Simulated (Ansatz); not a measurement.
Cost and result for the atomization energy of `[OH][Ga][F]` radical (4 atoms, 3 bonds).

Total charge 0; spin multiplicity 2. Correlated methods include outer-core shells of Ga, which these sets cover unevenly. Scalar relativity is left out up to krypton. The structure was optimised at the PBE0-D4/def2-TZVP level. It is one conformer, not always the lowest. Program: Ansatz. All runs use 2 threads of a server CPU on a shared host. Times are those of one run each, without the atoms' runs, and a repeat can differ threefold. Electronic energies, without spin–orbit coupling; frozen cores. CCSD(T)/CBS adds CCSD(T) − MP2 in def2-TZVPP to the MP2 limit, and its time is that of the two runs behind it. T1 = 0.018; ⟨S²⟩ of the reference is 0.76. With those shells the extrapolation isn't a true limit. B3LYP takes the VWN-RPA correlation (the form of Gaussian; ORCA's B3LYP/G).

CCSD(T)/CBS is a level of theory with its own doubt, some kJ/mol a heavy atom from the limit and from the frozen cores, so smaller differences don't rank the functionals.

```
                            level  functions  wall time
           LDA (SPW92)/def2-TZVPP        124     0.55 s
             revPBE-D4/def2-TZVPP        124     0.95 s
  PBE-D4/def2-TZVPP (with forces)        124      1.1 s
              BHLYP-D4/def2-TZVPP        124      1.4 s
               PBE0-D4/def2-TZVPP        124      1.5 s
B3LYP-D4/def2-TZVPP (with forces)        124      1.6 s
          CAM-B3LYP-D4/def2-TZVPP        124      1.6 s
              PBE-QIDH/def2-TZVPP        124        2 s
                 CCSD(T)/def2-SVP         65      2.7 s
               ωB97X-V/def2-TZVPP        124      3.6 s
                   MP2/def2-QZVPP        233      5.5 s
               CCSD(T)/def2-TZVPP        124       20 s
                CCSD(T)/CBS(def2)          –       25 s
```

Q: What atomization energy does each give, and how far from CCSD(T)/CBS? (Best estimate.)

A: Computed: 
```json
{"level": "LDA (SPW92)/def2-TZVPP", "atomization (kcal/mol)": "356.5", "difference from CCSD(T)/CBS": "57.4", "per bond": "19.1"}
{"level": "revPBE-D4/def2-TZVPP", "atomization (kcal/mol)": "295.6", "difference from CCSD(T)/CBS": "-3.5", "per bond": "-1.2"}
{"level": "PBE-D4/def2-TZVPP (with forces)", "atomization (kcal/mol)": "307.6", "difference from CCSD(T)/CBS": "8.5", "per bond": "2.8"}
{"level": "BHLYP-D4/def2-TZVPP", "atomization (kcal/mol)": "275.4", "difference from CCSD(T)/CBS": "-23.7", "per bond": "-7.9"}
{"level": "PBE0-D4/def2-TZVPP", "atomization (kcal/mol)": "293.1", "difference from CCSD(T)/CBS": "-6.0", "per bond": "-2.0"}
{"level": "B3LYP-D4/def2-TZVPP (with forces)", "atomization (kcal/mol)": "293.5", "difference from CCSD(T)/CBS": "-5.6", "per bond": "-1.9"}
{"level": "CAM-B3LYP-D4/def2-TZVPP", "atomization (kcal/mol)": "298.1", "difference from CCSD(T)/CBS": "-1.0", "per bond": "-0.3"}
{"level": "PBE-QIDH/def2-TZVPP", "atomization (kcal/mol)": "294.4", "difference from CCSD(T)/CBS": "-4.7", "per bond": "-1.5"}
{"level": "CCSD(T)/def2-SVP", "atomization (kcal/mol)": "275.4", "difference from CCSD(T)/CBS": "-23.7", "per bond": "-7.9"}
{"level": "ωB97X-V/def2-TZVPP", "atomization (kcal/mol)": "298.2", "difference from CCSD(T)/CBS": "-0.9", "per bond": "-0.3"}
{"level": "MP2/def2-QZVPP", "atomization (kcal/mol)": "314.0", "difference from CCSD(T)/CBS": "14.9", "per bond": "5.0"}
{"level": "CCSD(T)/def2-TZVPP", "atomization (kcal/mol)": "292.2", "difference from CCSD(T)/CBS": "-6.9", "per bond": "-2.3"}
{"level": "CCSD(T)/CBS(def2)", "atomization (kcal/mol)": "299.1", "difference from CCSD(T)/CBS": "0.0", "per bond": "0.0"}
```

At CCSD(T), def2-SVP lies −23.7 kcal/mol from the extrapolated value and def2-TZVPP −6.9 kcal/mol: correlation converges slowly with the basis, and small sets miss more of it in the bonded molecule than in its fragments. From PBE to PBE0 (25 % exact exchange), in def2-TZVPP and without D4, the atomization energy moves by −14.3 kcal/mol: exact exchange takes away binding that semilocal exchange gives to molecules. Leaving LDA and LC-ωPBE aside and taking each functional with its dispersion term where it has one, the values spread over 32.2 kcal/mol, from BHLYP-D4 to PBE-D4. LDA lies +50.0 kcal/mol from PBE without D4, its usual overbinding.
